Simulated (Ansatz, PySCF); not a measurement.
InCl₃, SMILES [Cl][In]([Cl])[Cl].

Coordinates come from a PBE0-D3(BJ)/def2-SVP optimisation. The isomer is the one that the SMILES or the coordinates give; other isomers of the formula were not compared. The def2 effective core potentials stand for the cores of In; spin–orbit coupling is left out.

Vertical ionisation energy (IE) and electron affinity (EA) in eV. Rows of orbital energies are one-electron estimates. Where ΔSCF, EOM or ADC give a negative EA the extra electron is unbound and the value depends on the basis.

| level | IE | EA |
|---|---|---|
| −ε(HOMO), −ε(LUMO), CAM-B3LYP/def2-TZVPD (PySCF) | 10.87 | 2.26 |
| −ε(HOMO), −ε(LUMO), PBE/def2-TZVPD (PySCF) | 8.05 | 4.04 |
| ΔSCF, PBE0/def2-SVPD (Ansatz), final states of multiplicity 2 and 2 | (withheld) | (withheld) |
| ΔSCF, PBE/def2-SVPD (Ansatz), final states of multiplicity 2 and 2 | 10.87 | 1.67 |

Task: Some entries are withheld; supply them. (The exact figures need the calculation; the answer reports its results.)

Result: 
- ΔSCF, PBE0/def2-SVPD (Ansatz, an electronic-structure program), final states of multiplicity 2 and 2, IE: 11.51
- ΔSCF, PBE0/def2-SVPD (Ansatz), final states of multiplicity 2 and 2, EA: 1.60

Task: What vertical singlet–triplet gap does ΔSCF give with PBE0/def2-SVPD (Ansatz) and with PBE/def2-SVPD (Ansatz)? (Estimate from the structure and the level; the computed values follow.)

Result: 4.65 and 3.99 eV (triplet above singlet where positive).
